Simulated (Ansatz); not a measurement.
One geometry of the cluster Cr₃⁻, several levels of theory.

```yaml
crystal:
  periodic: [false, false, false]
  atoms:
    - {symbol: Cr, position_ang: [1.039225, -0.944473, -0.846402]}
    - {symbol: Cr, position_ang: [-0.182975, 0.051145, 1.632006]}
    - {symbol: Cr, position_ang: [-0.856241, 0.893329, -0.785595]}
basis:
  gaussian: {orbitals: def2-TZVPD, initial_orbitals: start.molden}
total_charge: -1
magnetization: {spin_polarized: true, initial_magnetization: 5}
hamiltonian: {xc: {text: "exchange = 0.50*pbe_x + 0.50*exact_x\ncorrelation = pbe_c"}}
scf: {omitted_lower_state_checks: [starts]}
output: {orbitals: {seedname: orbitals}}
```

The file start.molden holds the orbitals of an earlier run on this structure, at another level or in another basis.

```sh
$ ansatz run in.yaml --threads 4 --pin off --events-out ev --progress --plain --max-ram 3916MiB
```

Output, abridged:

```
Functional definition: unnamed
1371 factors; integrals over basis functions are off by at most 2.9e-4 eV
mean field evaluation 1: about -85248.2826 eV, gradient 7.1e0 eV
mean field evaluation 2: about -85248.5314 eV, gradient 4.3e-1 eV
mean field evaluation 4: about -85248.6756 eV, gradient 1.1e-2 eV
mean field evaluation 8: about -85248.6756 eV, gradient 1.0e-5 eV
mean field evaluation 16: about -85248.6756 eV, gradient 8.2e-6 eV
mean field -85248.67564040 eV, -3132.8310461571 hartree, gradient 8.2e-6 eV, S^2 14.558972; 0 other end points of the search recorded, 0 dependent functions left out
reference -85248.67565754 eV, -3132.8310467870 hartree; 39, 34 occupied and 105, 110 virtual orbitals, 1371 factors
Total energy: -85248.67565754 eV, -3132.8310467870 hartree
Checks for a lower state left out: starts
```

Run time 4.3 s (4 threads of Intel Xeon 6975P-C on a shared host), peak host memory 0.62 GiB.

As the first input, with `hamiltonian: {xc: {name: CAM-B3LYP}, dispersion: d4}` (abridged; 5 s):

```
Functional definition: CAM-B3LYP
mean field -85267.03536663 eV, -3133.5057536514 hartree, gradient 9.9e-6 eV, S^2 14.369565
Total energy: -85267.15034963 eV, -3133.5099791986 hartree
Checks for a lower state left out: starts
```

First input, but with `correlation: {method: mp2}` and without the key `hamiltonian` (abridged; 2.9 s):

```
Functional definition: HF
mean field evaluation 16: about -85171.1122 eV, gradient 2.0e-6 eV
mean field -85171.11223050 eV, -3129.9806434174 hartree, gradient 2.0e-6 eV, S^2 14.790219
15 core orbitals not correlated: weight in the atoms' cores, before any rotation towards them, 1.000 or more for the frozen orbitals, at most 0.000 for the correlated occupied ones
second order -28.80331459 eV of doubles, -0.00000000 eV of singles
Total energy: -85199.91554509 eV, -3131.0391457050 hartree
Checks for a lower state left out: starts
```

The first input with `hamiltonian: {xc: {name: B97M-V}}` (abridged; 6.5 s):

```
Functional definition: B97M-V
mean field -85244.01529538 eV, -3132.6597816365 hartree, gradient 2.1e-5 eV, S^2 14.214295
Total energy: -85244.01534441 eV, -3132.6597834384 hartree
Checks for a lower state left out: starts
```

As the first input, with `hamiltonian: {xc: hf}` (abridged; 2.7 s):

```
Functional definition: HF
mean field evaluation 16: about -85171.1122 eV, gradient 1.9e-5 eV
mean field -85171.11223050 eV, -3129.9806434174 hartree, gradient 4.7e-6 eV, S^2 14.790219
Total energy: -85171.11223050 eV, -3129.9806434174 hartree
Checks for a lower state left out: starts
```

First input, but with `hamiltonian: {xc: pbe, dispersion: d4}` (abridged; 1.8 s):

```
Functional definition: PBE
mean field -85245.40794532 eV, -3132.7109605777 hartree, gradient 9.3e-6 eV, S^2 13.868753
Total energy: -85245.53390668 eV, -3132.7155895722 hartree
Checks for a lower state left out: starts
```

As the first input, with `hamiltonian: {xc: {name: r2SCAN0}, dispersion: d4}` (abridged; 6.5 s):

```
Functional definition: r2SCAN0
mean field -85260.02957462 eV, -3133.2482955438 hartree, gradient 1.2e-5 eV, S^2 14.482602
Total energy: -85260.05910246 eV, -3133.2493806718 hartree
Checks for a lower state left out: starts
```

Geometry: r2SCAN-D4/def2-TZVPD.

Correlated methods freeze 15 core orbitals; core or outer-core shells of Cr are correlated, in sets that lack core-valence functions. At PBE with 50 % exact exchange/def2-TZVPD, CAM-B3LYP-D4/def2-TZVPD, MP2/def2-TZVPD, B97M-V/def2-TZVPD and others the charge -1 sextet is spin-contaminated (final ⟨S²⟩ up to 14.79, 8.75 for a pure state). At B97M-V/def2-TZVPD, PBE-D4/def2-TZVPD, r2SCAN0-D4/def2-TZVPD the highest occupied level of the charge -1 sextet lies above zero (up to 0.79 eV). It is a level of β spin, whose loss leaves a septet; that state wasn't run at this geometry and level. The electron is either unbound and held by the finite basis, or the level is raised by self-interaction error. The geometry of the sextet was relaxed on an unsound state (⟨S²⟩ 14.23, where a pure state has 8.75). The structure comes from a short search, and lower isomers may exist.
